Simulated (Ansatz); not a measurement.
C4H8O3, SMILES `COC(=O)C(C)O`, charge 0, multiplicity 1.

Q: Give a relaxed structure at PBE0-D4/def2-TZVP (Ansatz 0.2.0). (Best estimate.)

A: The calculation gave: 
Cartesian coordinates in Å:
```
C 0.8756 2.2432 0.5752
O 0.3821 1.1554 -0.2051
C 0.5178 -0.0474 0.3391
O 1.0209 -0.2537 1.4150
C -0.0276 -1.1554 -0.5363
C -1.5165 -0.9809 -0.7903
O 0.2363 -2.3881 0.0689
H 1.9424 2.1215 0.7667
H 0.3482 2.2988 1.5282
H 0.6929 3.1378 -0.0152
H 0.5073 -1.0926 -1.4950
H -2.0645 -0.9843 0.1543
H -1.7182 -0.0488 -1.3199
H -1.8723 -1.8164 -1.3941
H 0.6756 -2.1891 0.9083
```
This is one stationary point; other conformers may exist.
